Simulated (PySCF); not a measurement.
# Cs⁴⁵⁺ (caesium, charge +45): Hartree-Fock from Schrödinger to Dirac-Coulomb-Breit

Occupied: 1s1/2, 2s1/2, 2p1/2, 2p3/2. Hartree-Fock calculated with PySCF 2.14 in an uncontracted even-tempered set (16 s from 7.8 bohr⁻², ratio 2.7; 13 p from 9.3 bohr⁻², ratio 2.7), Gaussian nucleus throughout. NR is non-relativistic, sf-X2C the spin-free one-electron X2C Hamiltonian, X2C adds the bare one-electron spin-orbit term, X2C-SNSO screens it by Boettger's factors, DC is four-component Dirac-Coulomb, and the Gaunt and Breit terms are added at first order (total energies over the DC spinors, levels after relaxing the spinors in that mean field). QED terms are absent. Levels marked empty are virtual spinors of this ion.

```
Hamiltonian  E (hartree)  E − E(DC) (hartree)  CPU seconds
         NR   -5582.9202             208.4335         0.36
     sf-X2C   -5787.2440               4.1096         0.22
        X2C   -5789.6701               1.6836         0.27
   X2C-SNSO   -5789.4901               1.8635         0.27
         DC   -5791.3536               0.0000           13
   DC+Gaunt   -5785.9463               5.4074           22
   DC+Breit   -5786.4194               4.9343           64
```

```csv
level (eV),NR,sf-X2C,X2C,X2C-SNSO,DC,DC+Gaunt,DC+Breit
1s1/2,-37698.6,-39282.7,-39279.4,-39279.6,-39313.0,-39223.5,-39229.3
2s1/2,-8239.9,-8680.3,-8679.5,-8679.6,-8683.7,-8674.6,-8675.2
2p1/2,-7961.6,-8112.5,-8379.0,-8368.4,-8370.5,-8354.4,-8356.1
2p3/2,-7961.6,-8112.5,-7994.8,-7998.9,-8001.9,-7990.6,-7992.3
3s1/2 (empty),-3345.7,-3482.8,-3482.6,-3482.6,-3483.6,-3481.2,-3481.5
3p1/2 (empty),-3256.0,-3316.1,-3384.8,-3382.1,-3382.6,-3378.5,-3379.1
3p3/2 (empty),-3256.0,-3316.1,-3285.5,-3286.6,-3287.2,-3284.4,-3284.9
```

| interval (eV) | X2C | X2C-SNSO | DC | DC+Gaunt | DC+Breit |
| --- | --- | --- | --- | --- | --- |
| 2p3/2 − 2p1/2 | 384.2 | 369.5 | 368.6 | 363.8 | 363.8 |
| 3p3/2 − 3p1/2 | 99.30 | 95.50 | 95.43 | 94.13 | 94.12 |

Weight of the small component: 1s1/2 0.0413, 2s1/2 0.00923, 2p1/2 0.00917, 2p3/2 0.00871, 3s1/2 0.00358, 3p1/2 0.00352, 3p3/2 0.00341.

Koopmans' value for the highest occupied level at DC+Breit: 7992.3 eV, against an ionisation energy of 7989 ± 4 eV (theoretical estimate listed by NIST; NIST Atomic Spectra Database, ionization energies); the former lacks relaxation, correlation, QED and recoil.

The whole ladder took 100 s of wall time on 1 thread of Neoverse-N1 (shared host), launched as `OMP_NUM_THREADS=1 python relrun2.py TASK.json OUT` (a driver that calls PySCF for each Hamiltonian).
